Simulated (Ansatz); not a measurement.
```yaml
crystal:
  periodic: [false, false, false]
  atoms:
    - {symbol: O, position_ang: [0.168028, 1.146222, -1.110957]}
    - {symbol: C, position_ang: [0.525311, 0.502181, 0.102516]}
    - {symbol: Zn, position_ang: [-0.387261, -1.230139, 0.380158]}
    - {symbol: I, position_ang: [-1.562247, -3.352687, 0.654591]}
    - {symbol: H, position_ang: [-0.727260, 1.480880, -1.031283]}
    - {symbol: H, position_ang: [0.387937, 1.158953, 0.969578]}
    - {symbol: H, position_ang: [1.595491, 0.294589, 0.035397]}
basis:
  gaussian: {orbitals: def2-TZVP, final_grid: {core_spheres: 1, valence_spheres: 1, degree: 5}}
hamiltonian: {xc: {name: r2SCAN}}
accuracy: high
output: {forces: true}
```

```sh
$ ansatz run in.yaml --threads 4 --pin off --events-out ev --progress --plain --max-ram 10444MiB
```

Shortened log:

```
Functional definition: r2SCAN
  name "r2SCAN"
  cite "Furness, Kaplan, Ning, Perdew & Sun, J. Phys. Chem. Lett. 11, 8208 (2020) doi:10.1021/acs.jpclett.0c02405"
  cite "Furness, Kaplan, Ning, Perdew & Sun, J. Phys. Chem. Lett. 11, 9248 (2020) doi:10.1021/acs.jpclett.0c03077"
  parent r2scan
  parameter k0 = 0.174
  parameter k1 = 0.065
  parameter a1 = 4.9479
  exchange = r2scan_x(k0 = k0, k1 = k1, a1 = a1)
  correlation = r2scan_c
3189 factors; integrals over basis functions are off by at most 3.7e-8 eV
mean field evaluation 1: about -59647.0178 eV, gradient 7.8e1 eV
mean field evaluation 2: about -59536.8504 eV, gradient 2.2e2 eV
mean field evaluation 4: about -59656.5715 eV, gradient 2.4e1 eV
mean field evaluation 8: about -59657.2544 eV, gradient 8.1e-1 eV
mean field evaluation 16: about -59666.4744 eV, gradient 2.8e-1 eV
mean field evaluation 32: about -59666.4748 eV, gradient 8.6e-6 eV
mean field -59666.47480167 eV, -2192.7025055722 hartree, gradient 6.1e-8 eV, S^2 0.000000; 0 other end points of the search recorded, 0 dependent functions left out
the calculation of the forces begins
reference -59666.47480447 eV, -2192.7025056750 hartree; 36, 36 occupied and 142, 142 virtual orbitals, 3189 factors
Total energy: -59666.47480447 eV, -2192.7025056750 hartree
Atom 0 at     0.168028     1.146222    -1.110957 Å, force    -9.303334     3.196574     2.467002 eV/Å
Atom 1 at     0.525311     0.502181     0.102516 Å, force     4.141528     4.394548     1.575417 eV/Å
Atom 2 at    -0.387261    -1.230139     0.380158 Å, force    -2.645008    -1.413031    -0.457913 eV/Å
Atom 3 at    -1.562247    -3.352687     0.654591 Å, force     2.193241     2.061180     0.276473 eV/Å
Atom 4 at    -0.727260     1.480880    -1.031283 Å, force    11.439239    -4.682188     0.359223 eV/Å
Atom 5 at     0.387937     1.158953     0.969578 Å, force     0.444789    -4.159132    -4.645392 eV/Å
Atom 6 at     1.595491     0.294589     0.035397 Å, force    -6.270456     0.602049     0.425191 eV/Å
Dipole moment:    -0.043648     0.241928     0.264023 e Å
```

In this input the integration grid is far too coarse. The calculation finished and met its thresholds. The result belongs to that input, not to the molecule as meant.
